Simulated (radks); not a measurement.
All-electron atom: Te5+ in [Kr] 4d10 5s1. Method: scalar-relativistic Kohn-Sham, PBEsol, spin-polarised, spherical densities, finite nucleus; open shells are filled with parallel spins first (spin-orbit coupling, left out, can overturn this in heavy ions); Fermi nuclear charge, rms radius 4.7423 fm; computed with a radial shooting solver on a logarithmic mesh with Libxc functionals. Some entries of the table are withheld. Estimate them.

orbital,occ.,eigenvalue (eV),<1/r> (bohr^-1)
1s up,1,-31670.43,55.55
1s down,1,-31670.36,55.55
2s up,1,-4906.707,12.71
2s down,1,-4906.672,12.71
2p up,3,-4411.737,12.18
2p down,3,-4411.699,12.18
3s up,1,-1023.061,4.542
3s down,1,-1023.001,4.542
3p up,3,-862.1379,4.322
3p down,3,-862.0767,4.322
3d up,5,-618.5689,4.088
3d down,5,-618.5140,4.088
4s up,1,-222.0597,(1)
4s down,1,-221.9218,(2)
4p up,3,-172.0634,1.669
4p down,3,-171.8846,1.670
4d up,5,-98.9809,1.386
4d down,5,-98.6188,1.392
5s up,1,(3),(4)
5s down,0,(5),(6)

Answer. 
(1) 4s up <1/r> (bohr^-1): 1.825
(2) 4s down <1/r> (bohr^-1): 1.826
(3) 5s up eigenvalue (eV): -65.7464
(4) 5s up <1/r> (bohr^-1): 0.7262
(5) 5s down eigenvalue (eV): -64.1760
(6) 5s down <1/r> (bohr^-1): 0.7283
